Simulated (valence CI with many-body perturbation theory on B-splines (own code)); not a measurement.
**E1 line list for As⁺**

Method: valence CI with perturbative core correlation (CI+MBPT): four valence electrons over a frozen Dirac-Fock core [Ar] 3d10, radial functions for each j: 11 s, 11 p, 10 d, 8 f, 5 g, 2 h, with the one-electron correlation potential Σ1 (screened to all orders), the two-electron term Σ2, the three-electron term Σ3, Breit, model QED; selected single and double excitations, second order for the rest (own B-spline code, finite nucleus).

Set against measurement, 16 paired levels are off by 193 cm⁻¹ on average, the worst by 359. These come from a selection out of the NIST Handbook of Basic Atomic Spectroscopic Data. Levels without a partner in it may be off by more. Among the levels kept, up to 2200 cm⁻¹ of a level comes from second order outside the variational space, and about a tenth of that is noise between levels of different J, which matters for small intervals.

Lines 251 to 300 of 521 in falling wavelength, among levels below 139499 cm⁻¹, chosen from the strongest by gf and those to the six lowest levels. Wavelengths and rates use the calculated energies, so an error of 200 cm⁻¹ moves a line at 6363 Å by 1.3 % and its rate by three times that or more. Electric multipoles are in the length gauge, E1 and E2 with the static RPA response of the core. Weak lines are less certain than strong ones. Lines between different terms over intervals too small for the method are left out, as are lines whose strength nearly cancels. Where a level lies close to another of its J and parity, the split of strength between their lines is uncertain. The highest levels of a list are the least certain.

Levels are named by their leading jj configuration (3d3/2^4 stands for four electrons in 3d with j = 3/2), which in mixed levels can hold well under half, so a name can repeat and another be missing. Letters in brackets count levels of one name in rising energy.

```
λ vac (Å)                       Upper                       Lower   A (s⁻¹)  S (a.u.) with core polarisation  S without
     6363      (4s^2 4p1/2 7d5/2) J=3      (4s^2 4p1/2 6p3/2) J=2  1.50e+07                         1.34e+01   1.34e+01
     6344      (4s^2 4p3/2 7d5/2) J=4      (4s^2 4p3/2 6p3/2) J=3  1.50e+07                         1.70e+01   1.70e+01
     6337      (4s^2 4p1/2 6g9/2) J=5      (4s^2 4p1/2 4f7/2) J=4  2.18e+07                         3.02e+01   3.02e+01
     6327      (4s^2 4p1/2 7d5/2) J=2      (4s^2 4p1/2 6p3/2) J=1  1.33e+07                         8.30e+00   8.32e+00
     6315      (4s^2 4p1/2 6g7/2) J=4      (4s^2 4p1/2 4f7/2) J=3  8.33e+06                         9.32e+00   9.32e+00
     6314      (4s^2 4p1/2 6g7/2) J=3      (4s^2 4p1/2 4f5/2) J=2  1.95e+07                         1.70e+01   1.70e+01
     6314      (4s^2 4p1/2 6g9/2) J=4      (4s^2 4p1/2 4f7/2) J=3  1.35e+07                         1.51e+01   1.52e+01
     6297      (4s^2 4p1/2 6g7/2) J=4      (4s^2 4p1/2 4f5/2) J=3  1.34e+07                         1.49e+01   1.49e+01
     6296      (4s^2 4p1/2 6g9/2) J=4      (4s^2 4p1/2 4f5/2) J=3  7.33e+06                         8.13e+00   8.13e+00
     6253      (4s^2 4p1/2 6f5/2) J=2  (4s^2 4p1/2 5d3/2) J=1 [b]  9.12e+06                         5.50e+00   5.50e+00
     6220         (4s^2 4p3/2 6s) J=2  (4s^2 4p3/2 5p1/2) J=1 [b]  1.87e+07                         1.11e+01   1.11e+01
     6211      (4s^2 4p1/2 5p1/2) J=1         (4s^2 4p1/2 5s) J=1  3.79e+07                         1.34e+01   1.35e+01
     6195      (4s^2 4p1/2 7d3/2) J=2      (4s^2 4p1/2 6p1/2) J=1  1.27e+07                         7.44e+00   7.45e+00
     6158         (4s^2 4p1/2 6s) J=1      (4s^2 4p1/2 5p1/2) J=0  1.39e+07                         4.82e+00   4.81e+00
     6138  (4s 4p1/2 4p3/2^2) J=2 [c]      (4s^2 4p1/2 5p1/2) J=1  2.43e+07                         1.38e+01   1.38e+01
     6137  (4s^2 4p3/2 5p1/2) J=1 [a]         (4s^2 4p3/2 5s) J=1  2.82e+07                         9.65e+00   9.67e+00
     6052      (4s^2 4p1/2 6f7/2) J=3      (4s^2 4p1/2 5d5/2) J=2  1.76e+07                         1.35e+01   1.35e+01
     5923         (4s^2 4p3/2 6s) J=2      (4s^2 4p3/2 5p1/2) J=2  4.85e+07                         2.49e+01   2.48e+01
     5793         (4s^2 4p1/2 6s) J=0      (4s^2 4p1/2 5p3/2) J=1  9.91e+07                         9.51e+00   9.49e+00
     5781         (4s^2 4p1/2 6s) J=1      (4s^2 4p1/2 5p3/2) J=2  6.79e+07                         1.94e+01   1.94e+01
     5681      (4s^2 4p3/2 5p3/2) J=3         (4s^2 4p3/2 5s) J=2  7.70e+07                         4.88e+01   4.90e+01
     5625      (4s^2 4p1/2 6f7/2) J=4      (4s^2 4p1/2 5d5/2) J=3  1.75e+07                         1.39e+01   1.39e+01
     5582      (4s^2 4p1/2 5p3/2) J=2         (4s^2 4p1/2 5s) J=1  7.72e+07                         3.31e+01   3.33e+01
     5570         (4s^2 4p3/2 6s) J=2      (4s^2 4p3/2 5p3/2) J=3  6.72e+07                         2.87e+01   2.86e+01
     5510      (4s^2 4p1/2 5p3/2) J=1         (4s^2 4p1/2 5s) J=0  6.09e+07                         1.51e+01   1.51e+01
     5460         (4s^2 4p3/2 6s) J=1  (4s^2 4p3/2 5p1/2) J=1 [a]  2.70e+07                         6.50e+00   6.48e+00
     5431      (4s^2 4p1/2 6f5/2) J=3      (4s^2 4p1/2 5d3/2) J=2  1.77e+07                         9.82e+00   9.83e+00
     5355      (4s^2 4p3/2 5p1/2) J=2         (4s^2 4p3/2 5s) J=2  9.27e+07                         3.51e+01   3.52e+01
     5270      (4s^2 4p1/2 5p1/2) J=0         (4s^2 4p1/2 5s) J=1  9.83e+07                         7.10e+00   7.13e+00
     5260      (4s^2 4p1/2 4f7/2) J=4  (4s^2 4p3/2 4d5/2) J=3 [b]  1.16e+07                         7.49e+00   7.50e+00
     5232         (4s^2 4p1/2 6s) J=1      (4s^2 4p1/2 5p1/2) J=1  3.89e+07                         8.26e+00   8.24e+00
     5204      (4s^2 4p1/2 4f5/2) J=3  (4s^2 4p3/2 4d5/2) J=2 [b]  8.01e+06                         3.90e+00   3.90e+00
     5134  (4s^2 4p3/2 5p1/2) J=1 [b]         (4s^2 4p3/2 5s) J=2  8.20e+07                         1.64e+01   1.65e+01
     5119      (4s^2 4p3/2 5p3/2) J=2         (4s^2 4p3/2 5s) J=1  9.87e+07                         3.27e+01   3.29e+01
     5008  (4s^2 4p3/2 5p1/2) J=1 [a]         (4s^2 4p1/2 5s) J=1  3.76e+07                         6.99e+00   7.03e+00
     4898  (4s^2 4p3/2 5p1/2) J=1 [a]         (4s^2 4p1/2 5s) J=0  1.66e+07                         2.89e+00   2.90e+00
     4859         (4s^2 4p3/2 6s) J=1      (4s^2 4p1/2 5p3/2) J=1  2.14e+07                         3.63e+00   3.63e+00
     4779      (4s^2 4p3/2 5d5/2) J=1      (4s^2 4p3/2 5p3/2) J=0  3.74e+07                         6.05e+00   6.06e+00
     4722      (4s^2 4p1/2 4f7/2) J=4  (4s^2 4p3/2 4d5/2) J=3 [a]  7.64e+07                         3.57e+01   3.57e+01
     4678      (4s^2 4p3/2 5d5/2) J=2      (4s^2 4p3/2 5p3/2) J=2  2.93e+07                         7.39e+00   7.39e+00
     4634      (4s^2 4p3/2 4f7/2) J=4  (4s^2 4p3/2 4d5/2) J=3 [b]  5.27e+07                         2.33e+01   2.33e+01
     4632      (4s^2 4p1/2 5d5/2) J=2  (4s^2 4p3/2 5p1/2) J=1 [a]  5.21e+07                         1.28e+01   1.28e+01
     4609      (4s^2 4p1/2 5d3/2) J=2      (4s^2 4p1/2 5p3/2) J=2  1.68e+07                         4.05e+00   4.06e+00
     4583      (4s^2 4p3/2 4f5/2) J=3  (4s^2 4p3/2 4d5/2) J=2 [b]  8.19e+06                         2.72e+00   2.72e+00
     4564      (4s^2 4p1/2 5d3/2) J=2      (4s^2 4p1/2 5p3/2) J=1  8.09e+07                         1.90e+01   1.90e+01
     4554      (4s^2 4p1/2 4f5/2) J=3      (4s^2 4p1/2 4d5/2) J=2  1.56e+07                         5.09e+00   5.09e+00
     4544      (4s^2 4p1/2 4f7/2) J=3      (4s^2 4p1/2 4d5/2) J=2  1.01e+08                         3.28e+01   3.28e+01
     4543      (4s^2 4p3/2 5d5/2) J=3      (4s^2 4p3/2 5p3/2) J=2  1.26e+08                         4.07e+01   4.08e+01
     4536      (4s^2 4p3/2 4f7/2) J=3  (4s^2 4p3/2 4d5/2) J=3 [b]  1.20e+07                         3.88e+00   3.88e+00
     4520      (4s^2 4p3/2 5d3/2) J=2  (4s^2 4p3/2 5p1/2) J=1 [b]  2.91e+07                         6.63e+00   6.64e+00
```
